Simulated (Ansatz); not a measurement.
Ansatz (a program for electronic structure) input file for Al(F)(NCO)(OMe) (C2H3AlFNO2), SMILES C(=O)=[N][Al]([F])[O]C, PBE-D3(BJ)/def2-SVP. 

Ansatz 0.2 input:
```yaml
crystal:
  periodic: [false, false, false]
  atoms:
    - {symbol: Al, position_ang: [-0.47490105, -0.59257560, 0.30917446]}
    - {symbol: F, position_ang: [-1.12292078, -1.29840481, 1.65770247]}
    - {symbol: N, position_ang: [0.58435790, 0.80425721, 0.50506979]}
    - {symbol: C, position_ang: [1.29704648, 1.75399220, 0.69186401]}
    - {symbol: O, position_ang: [1.99099664, 2.67794585, 0.86526820]}
    - {symbol: O, position_ang: [-0.84823488, -1.22554702, -1.19601439]}
    - {symbol: C, position_ang: [-0.55197577, -0.95433633, -2.53713402]}
    - {symbol: H, position_ang: [-0.05595681, -1.82371328, -3.00202546]}
    - {symbol: H, position_ang: [-1.48013673, -0.75562077, -3.10018329]}
    - {symbol: H, position_ang: [0.11307034, -0.07846642, -2.65428044]}
basis:
  gaussian:
    orbitals: def2-SVP
hamiltonian:
  xc: pbe
  dispersion: d3bj
relax: {f_tol: 0.002, max_steps: 200}
```

Log of the run:

```
WARN ansatz: RAYON_NUM_THREADS=1 ignored (pool sized by the plan → 1); use --threads N
Functional definition: PBE
integrals: 0.06 GiB planned
1289 factors; their error is unknown
mean field: 0.32 GiB planned
mean field evaluation 1: about -16985.5312 eV, gradient 8.8e1 eV
mean field evaluation 2: about -16939.4709 eV, gradient 1.7e2 eV
mean field evaluation 4: about -17000.1227 eV, gradient 1.3e1 eV
mean field evaluation 8: about -17000.4509 eV, gradient 2.0e-1 eV
mean field evaluation 16: about -17000.3941 eV, gradient 1.8e-3 eV
mean field -17000.39413125 eV, -624.7529610425 hartree, gradient 5.3e-5 eV, S^2 0.000000; 0 other end points of the search recorded, 0 dependent functions left out
the calculation of the forces begins
reference -17000.39417052 eV, -624.7529624857 hartree; 30, 30 occupied and 87, 87 virtual orbitals, 1289 factors
relax step   1: F+E_penalty+E_count = -17000.57278314 eV  Δ(F+E_penalty+E_count) = +0.000e0 eV  max|allowed force component| = 1.063e0 eV/Å  Δτ_max = 0.0000 Å  (30 SCF iters, accepted)
these checks for a lower state are left out or cut short: starts, cluster_reference, orbital_swaps, neighbouring_geometries, increment
integrals: 0.06 GiB planned
1289 factors; their error is unknown
mean field: 0.32 GiB planned
mean field -17000.41774242 eV, -624.7538287371 hartree, gradient 1.1e-5 eV, S^2 0.000000; 0 other end points of the search recorded, 0 dependent functions left out
the calculation of the forces begins
reference -17000.41778176 eV, -624.7538301827 hartree; 30, 30 occupied and 87, 87 virtual orbitals, 1289 factors
relax step   2: F+E_penalty+E_count = -17000.59548805 eV  Δ(F+E_penalty+E_count) = -2.270e-2 eV  max|allowed force component| = 1.544e-1 eV/Å  Δτ_max = 0.0262 Å  (33 SCF iters, accepted)
these checks for a lower state are left out or cut short: starts, cluster_reference, orbital_swaps, neighbouring_geometries, increment
integrals: 0.06 GiB planned
1289 factors; their error is unknown
mean field: 0.32 GiB planned
mean field evaluation 32: about -17000.4197 eV, gradient 1.2e-5 eV
mean field -17000.41971864 eV, -624.7539013616 hartree, gradient 1.2e-5 eV, S^2 0.000000; 0 other end points of the search recorded, 0 dependent functions left out
the calculation of the forces begins
reference -17000.41975798 eV, -624.7539028073 hartree; 30, 30 occupied and 87, 87 virtual orbitals, 1289 factors
relax step   3: F+E_penalty+E_count = -17000.59706200 eV  Δ(F+E_penalty+E_count) = -1.574e-3 eV  max|allowed force component| = 9.429e-2 eV/Å  Δτ_max = 0.0156 Å  (32 SCF iters, accepted)
these checks for a lower state are left out or cut short: starts, cluster_reference, orbital_swaps, neighbouring_geometries, increment
integrals: 0.06 GiB planned
1289 factors; their error is unknown
mean field: 0.32 GiB planned
mean field -17000.41973590 eV, -624.7539019958 hartree, gradient 2.3e-5 eV, S^2 0.000000; 0 other end points of the search recorded, 0 dependent functions left out
the calculation of the forces begins
reference -17000.41977524 eV, -624.7539034415 hartree; 30, 30 occupied and 87, 87 virtual orbitals, 1289 factors
relax step   4: F+E_penalty+E_count = -17000.59710222 eV  Δ(F+E_penalty+E_count) = -4.022e-5 eV  max|allowed force component| = 9.256e-2 eV/Å  Δτ_max = 0.0014 Å  (23 SCF iters, accepted)
these checks for a lower state are left out or cut short: starts, cluster_reference, orbital_swaps, neighbouring_geometries, increment
integrals: 0.06 GiB planned
1289 factors; their error is unknown
mean field: 0.32 GiB planned
mean field -17000.41904440 eV, -624.7538765839 hartree, gradient 1.1e-5 eV, S^2 0.000000; 0 other end points of the search recorded, 0 dependent functions left out
the calculation of the forces begins
reference -17000.41908371 eV, -624.7538780284 hartree; 30, 30 occupied and 87, 87 virtual orbitals, 1289 factors
relax step   5: F+E_penalty+E_count = -17000.59643461 eV  Δ(F+E_penalty+E_count) = +6.676e-4 eV  max|allowed force component| = 1.161e-1 eV/Å  Δτ_max = 0.0296 Å  (31 SCF iters, rejected (line search))
these checks for a lower state are left out or cut short: starts, cluster_reference, orbital_swaps, neighbouring_geometries, increment
integrals: 0.06 GiB planned
1289 factors; their error is unknown
mean field: 0.32 GiB planned
mean field -17000.42037081 eV, -624.7539253285 hartree, gradient 1.2e-5 eV, S^2 0.000000; 0 other end points of the search recorded, 0 dependent functions left out
the calculation of the forces begins
reference -17000.42041014 eV, -624.7539267739 hartree; 30, 30 occupied and 87, 87 virtual orbitals, 1289 factors
relax step   6: F+E_penalty+E_count = -17000.59793768 eV  Δ(F+E_penalty+E_count) = -8.355e-4 eV  max|allowed force component| = 1.659e-2 eV/Å  Δτ_max = 0.0148 Å  (32 SCF iters, accepted)
these checks for a lower state are left out or cut short: starts, cluster_reference, orbital_swaps, neighbouring_geometries, increment
integrals: 0.06 GiB planned
1289 factors; their error is unknown
mean field: 0.32 GiB planned
mean field -17000.42029261 eV, -624.7539224547 hartree, gradient 1.2e-5 eV, S^2 0.000000; 0 other end points of the search recorded, 0 dependent functions left out
the calculation of the forces begins
reference -17000.42033193 eV, -624.7539238997 hartree; 30, 30 occupied and 87, 87 virtual orbitals, 1289 factors
relax step   7: F+E_penalty+E_count = -17000.59799687 eV  Δ(F+E_penalty+E_count) = -5.919e-5 eV  max|allowed force component| = 5.902e-3 eV/Å  Δτ_max = 0.0091 Å  (34 SCF iters, accepted)
these checks for a lower state are left out or cut short: starts, cluster_reference, orbital_swaps, neighbouring_geometries, increment
integrals: 0.06 GiB planned
1289 factors; their error is unknown
mean field: 0.31 GiB planned
mean field evaluation 64: about -17000.4203 eV, gradient 2.0e-4 eV
mean field -17000.42025876 eV, -624.7539212107 hartree, gradient 1.4e-5 eV, S^2 0.000000; 0 other end points of the search recorded, 0 dependent functions left out
the calculation of the forces begins
reference -17000.42029808 eV, -624.7539226557 hartree; 30, 30 occupied and 87, 87 virtual orbitals, 1289 factors
relax step   8: F+E_penalty+E_count = -17000.59800536 eV  Δ(F+E_penalty+E_count) = -8.494e-6 eV  max|allowed force component| = 6.579e-3 eV/Å  Δτ_max = 0.0027 Å  (24 SCF iters, accepted)
these checks for a lower state are left out or cut short: starts, cluster_reference, orbital_swaps, neighbouring_geometries, increment
integrals: 0.06 GiB planned
1289 factors; their error is unknown
mean field: 0.32 GiB planned
mean field -17000.42014078 eV, -624.7539168752 hartree, gradient 1.2e-5 eV, S^2 0.000000; 0 other end points of the search recorded, 0 dependent functions left out
the calculation of the forces begins
reference -17000.42018010 eV, -624.7539183199 hartree; 30, 30 occupied and 87, 87 virtual orbitals, 1289 factors
relax step   9: F+E_penalty+E_count = -17000.59802061 eV  Δ(F+E_penalty+E_count) = -1.524e-5 eV  max|allowed force component| = 7.404e-3 eV/Å  Δτ_max = 0.0086 Å  (33 SCF iters, accepted)
these checks for a lower state are left out or cut short: starts, cluster_reference, orbital_swaps, neighbouring_geometries, increment
integrals: 0.06 GiB planned
1289 factors; their error is unknown
mean field: 0.31 GiB planned
mean field -17000.42011390 eV, -624.7539158871 hartree, gradient 1.3e-5 eV, S^2 0.000000; 0 other end points of the search recorded, 0 dependent functions left out
the calculation of the forces begins
reference -17000.42015321 eV, -624.7539173318 hartree; 30, 30 occupied and 87, 87 virtual orbitals, 1289 factors
relax step  10: F+E_penalty+E_count = -17000.59802394 eV  Δ(F+E_penalty+E_count) = -3.332e-6 eV  max|allowed force component| = 3.804e-3 eV/Å  Δτ_max = 0.0024 Å  (24 SCF iters, accepted)
these checks for a lower state are left out or cut short: starts, cluster_reference, orbital_swaps, neighbouring_geometries, increment
integrals: 0.06 GiB planned
1289 factors; their error is unknown
mean field: 0.32 GiB planned
mean field -17000.42009840 eV, -624.7539153176 hartree, gradient 1.1e-5 eV, S^2 0.000000; 0 other end points of the search recorded, 0 dependent functions left out
the calculation of the forces begins
reference -17000.42013771 eV, -624.7539167624 hartree; 30, 30 occupied and 87, 87 virtual orbitals, 1289 factors
relax step  11: F+E_penalty+E_count = -17000.59802624 eV  Δ(F+E_penalty+E_count) = -2.296e-6 eV  max|allowed force component| = 2.520e-3 eV/Å  Δτ_max = 0.0020 Å  (25 SCF iters, accepted)
these checks for a lower state are left out or cut short: starts, cluster_reference, orbital_swaps, neighbouring_geometries, increment
integrals: 0.06 GiB planned
1289 factors; their error is unknown
mean field: 0.32 GiB planned
mean field -17000.42009989 eV, -624.7539153724 hartree, gradient 8.6e-6 eV, S^2 0.000000; 0 other end points of the search recorded, 0 dependent functions left out
the calculation of the forces begins
reference -17000.42013921 eV, -624.7539168172 hartree; 30, 30 occupied and 87, 87 virtual orbitals, 1289 factors
relax step  12: F+E_penalty+E_count = -17000.59802769 eV  Δ(F+E_penalty+E_count) = -1.455e-6 eV  max|allowed force component| = 3.229e-3 eV/Å  Δτ_max = 0.0013 Å  (23 SCF iters, accepted)
these checks for a lower state are left out or cut short: starts, cluster_reference, orbital_swaps, neighbouring_geometries, increment
integrals: 0.06 GiB planned
1289 factors; their error is unknown
mean field: 0.32 GiB planned
mean field evaluation 96: about -17000.4201 eV, gradient 1.0e-5 eV
mean field -17000.42010800 eV, -624.7539156705 hartree, gradient 1.0e-5 eV, S^2 0.000000; 0 other end points of the search recorded, 0 dependent functions left out
the calculation of the forces begins
reference -17000.42014732 eV, -624.7539171152 hartree; 30, 30 occupied and 87, 87 virtual orbitals, 1289 factors
relax step  13: F+E_penalty+E_count = -17000.59802899 eV  Δ(F+E_penalty+E_count) = -1.300e-6 eV  max|allowed force component| = 4.047e-3 eV/Å  Δτ_max = 0.0015 Å  (24 SCF iters, accepted)
these checks for a lower state are left out or cut short: starts, cluster_reference, orbital_swaps, neighbouring_geometries, increment
integrals: 0.06 GiB planned
1289 factors; their error is unknown
mean field: 0.32 GiB planned
mean field -17000.42011769 eV, -624.7539160265 hartree, gradient 6.9e-5 eV, S^2 0.000000; 0 other end points of the search recorded, 0 dependent functions left out
the calculation of the forces begins
reference -17000.42015701 eV, -624.7539174713 hartree; 30, 30 occupied and 87, 87 virtual orbitals, 1289 factors
relax step  14: F+E_penalty+E_count = -17000.59802943 eV  Δ(F+E_penalty+E_count) = -4.369e-7 eV  max|allowed force component| = 1.731e-3 eV/Å  Δτ_max = 0.0005 Å  (21 SCF iters, accepted)
integrals: 0.06 GiB planned
1289 factors; their error is unknown
mean field: 0.32 GiB planned
mean field -17000.42011769 eV, -624.7539160265 hartree, gradient 6.9e-5 eV, S^2 0.000000; 1 other end points of the search recorded, 0 dependent functions left out
the calculation of the forces begins
reference -17000.42015701 eV, -624.7539174713 hartree; 30, 30 occupied and 87, 87 virtual orbitals, 1289 factors
Total energy: -17000.59806874 eV, -624.7604556071 hartree
Atom 0 at    -0.481914    -0.600084     0.318032 Å, force    -0.000239     0.000227    -0.001323 eV/Å
Atom 1 at    -1.130412    -1.322769     1.669303 Å, force    -0.000292    -0.000511     0.000972 eV/Å
Atom 2 at     0.578970     0.804392     0.511599 Å, force     0.000071    -0.000242    -0.000029 eV/Å
Atom 3 at     1.300723     1.763672     0.685069 Å, force     0.000418     0.000703     0.000052 eV/Å
Atom 4 at     2.004594     2.698466     0.846029 Å, force    -0.000199    -0.000338    -0.000010 eV/Å
Atom 5 at    -0.869551    -1.246331    -1.195646 Å, force    -0.000564     0.000098     0.000526 eV/Å
Atom 6 at    -0.550359    -0.952331    -2.532416 Å, force     0.001731     0.000032     0.001264 eV/Å
Atom 7 at    -0.054738    -1.825632    -3.011566 Å, force    -0.000316     0.000029    -0.000664 eV/Å
Atom 8 at    -1.475512    -0.736224    -3.111446 Å, force     0.000089     0.000030    -0.000034 eV/Å
Atom 9 at     0.129545    -0.075628    -2.639519 Å, force    -0.000699    -0.000028    -0.000755 eV/Å
Dipole moment:    -0.026356    -0.073571    -0.422744 e Å
```

The calculation finished and met its thresholds.
